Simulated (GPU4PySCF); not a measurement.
C22H12Se2, SMILES c1ccc2cc3c(cc2c1)[se]c1c2cc4ccccc4cc2[se]c31. Heavy atoms are numbered as in [cH:1]1[cH:2][cH:3][c:4]2[cH:5][c:6]3[c:7]([cH:8][c:9]2[cH:10]1)[se:11][c:12]1[c:13]2[cH:14][c:15]4[cH:16][cH:17][cH:18][cH:19][c:20]4[cH:21][c:22]2[se:23][c:24]31. Hydrogens are named by the atom that carries them.

Geometry: B3LYP-D3(BJ)/def2-SVP.

Level of theory: GPU4PySCF with r2SCAN/def2-TZVP.

Atomic charges (e), one atom of each kind:

```
atom      Löwdin    IAO   MBIS
--------  ------  -----  -----
C1 (CH)    -0.14  -0.15  -0.13
C2 (CH)    -0.14  -0.15  -0.14
C3 (CH)    -0.10  -0.15  -0.18
C4         -0.09   0.00   0.07
C5 (CH)    -0.06  -0.16  -0.22
C6         -0.14  -0.01   0.10
C7         -0.26  -0.12  -0.06
C8 (CH)    -0.10  -0.16  -0.18
C9         -0.09   0.01   0.07
C10 (CH)   -0.10  -0.15  -0.18
Se11        0.64   0.29   0.07
C12        -0.29  -0.16  -0.10
H on C1     0.14   0.15   0.14
H on C2     0.14   0.15   0.14
H on C3     0.15   0.15   0.14
H on C5     0.15   0.15   0.16
H on C8     0.15   0.15   0.16
H on C10    0.15   0.15   0.14
```

**Question.** Give the Mayer and Wiberg (Löwdin basis) orders of the bonds. (Estimate from the structure and the level; the computed values follow.)

**Answer.** 
| bond | Mayer | Wiberg |
|---|---|---|
| C1–C2 | 1.24 | 1.46 |
| C2–C3 | 1.56 | 1.70 |
| C3–C4 | 1.19 | 1.35 |
| C4–C5 | 1.28 | 1.40 |
| C5–C6 | 1.36 | 1.50 |
| C6–C7 | 1.19 | 1.24 |
| C7–C8 | 1.46 | 1.63 |
| C4–C9 | 1.20 | 1.22 |
| C8–C9 | 1.21 | 1.37 |
| C1–C10 | 1.55 | 1.69 |
| C9–C10 | 1.20 | 1.36 |
| C7–Se11 | 1.14 | 1.34 |
| Se11–C12 | 1.17 | 1.34 |
| C12–C13 | 1.04 | 1.26 |
| C13–C14 | 1.36 | 1.50 |
| C14–C15 | 1.28 | 1.40 |
| C15–C16 | 1.19 | 1.35 |
| C16–C17 | 1.56 | 1.70 |
| C17–C18 | 1.24 | 1.46 |
| C18–C19 | 1.55 | 1.69 |
| C15–C20 | 1.20 | 1.22 |
| C19–C20 | 1.20 | 1.36 |
| C20–C21 | 1.21 | 1.37 |
| C13–C22 | 1.19 | 1.24 |
| C21–C22 | 1.46 | 1.63 |
| C22–Se23 | 1.14 | 1.34 |
| C6–C24 | 1.04 | 1.26 |
| C12–C24 | 1.46 | 1.56 |
| Se23–C24 | 1.17 | 1.34 |
